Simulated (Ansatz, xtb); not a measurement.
## Group exchange: C2H6S2 + SiH2(CH3)2 → CH4S2 + C3H10Si

Species: C2H6S2 `CSSC`, singlet; SiH2(CH3)2, singlet; CH4S2 `CSS`, singlet; C3H10Si `CC[SiH2]C`, singlet. The partners trade CH3 for H: S–CH3 and C–H bonds give way to S–H and C–CH3.

Shapes, held fixed at every level: PBE0-D4/def2-TZVP. Flexible molecules stand in one conformer, not always the lowest. Programs: Ansatz 0.2.0, xtb 6.7.1. The zero-point and thermal change to 298 K, harmonic and unscaled (PBE0-D4/def2-TZVP), is -2.0 kJ/mol.

```json
{"level": "GFN2-xTB", "kind": "semi-empirical", "ΔH(298 K) (kJ/mol)": "+0.4", "less CCSD(T)/CBS estimate": "-12.0"}
{"level": "HF/def2-SVP", "kind": "Hartree–Fock", "ΔH(298 K) (kJ/mol)": "+0.8", "less CCSD(T)/CBS estimate": "-11.6"}
{"level": "SPW92/def2-TZVPP", "kind": "LDA", "ΔH(298 K) (kJ/mol)": "+12.1", "less CCSD(T)/CBS estimate": "-0.3"}
{"level": "B3LYP-D4/def2-TZVPP", "kind": "global hybrid", "ΔH(298 K) (kJ/mol)": "+13.9", "less CCSD(T)/CBS estimate": "+1.5"}
{"level": "B2PLYP/def2-TZVPP", "kind": "double hybrid", "ΔH(298 K) (kJ/mol)": "+14.1", "less CCSD(T)/CBS estimate": "+1.7"}
{"level": "MP2/def2-SVP", "kind": "perturbation theory", "ΔH(298 K) (kJ/mol)": "+3.0", "less CCSD(T)/CBS estimate": "-9.4"}
{"level": "MP2/def2-TZVPP", "kind": "perturbation theory", "ΔH(298 K) (kJ/mol)": "+13.4", "less CCSD(T)/CBS estimate": "+1.0"}
{"level": "CCSD/def2-TZVPP", "kind": "coupled cluster or CI", "ΔH(298 K) (kJ/mol)": "+8.2", "less CCSD(T)/CBS estimate": "-4.2"}
{"level": "CCSD(T)/CBS estimate", "kind": "coupled cluster or CI", "ΔH(298 K) (kJ/mol)": "+12.4", "less CCSD(T)/CBS estimate": "0.0"}
```

The highest level, CCSD(T)/CBS estimate, gives ΔH(298 K) = +12.4 kJ/mol; the levels span +0.4 to +14.1. The column of differences is taken from that level and isn't an error. No measured value is set beside it here. The CBS estimate extrapolates MP2 from def2-TZVPP and def2-QZVPP and adds CCSD(T) − MP2 in the triple-zeta set, cores frozen.
